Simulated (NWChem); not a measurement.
C4H4OS; SMILES C=C=C1OCS1

```xyz
10

C      0.1377    -2.8868     0.0000
C     -0.0210    -1.5867     0.0000
C     -0.1394    -0.2844     0.0000
O     -1.2806     0.4778     0.0000
C     -0.6680     1.7534     0.0000
S      1.0325     1.0641     0.0000
H      0.2051    -3.4624    -0.9332
H      0.2051    -3.4624     0.9332
H     -0.9121     2.3305    -0.9062
H     -0.9121     2.3305     0.9062
```
Atoms are numbered in this order, from 1.

Program: NWChem. Pople sets run with spherical d functions. The geometry was optimised at PBE0/def2-SVP. GIAO values for the isolated, static molecule; σ is the absolute isotropic shielding, δ = σ(reference) − σ with the isolated reference molecule computed at the same levels (13C: tetramethylsilane, 1H: tetramethylsilane, 17O: water).

For level KT2/pcSseg-1:

```yaml
"δ C1 (ppm)": 101.4
"δ C3 (ppm)": 139.3
"δ O4 (ppm)": 149.3
"δ C5 (ppm)": 72.9
"σ S6 (ppm)": 348.7
"δ H7 (ppm)": 6.21
"δ H9 (ppm)": 5.40
```

Problem. How do the values read with level B3LYP/6-31G* instead?

Solution. 
* **δ C1 (ppm)**: 94.4
* **δ C3 (ppm)**: 133.3
* **δ O4 (ppm)**: 108.5
* **δ C5 (ppm)**: 66.9
* **σ S6 (ppm)**: 382.6
* **δ H7 (ppm)**: 5.71
* **δ H9 (ppm)**: 5.21
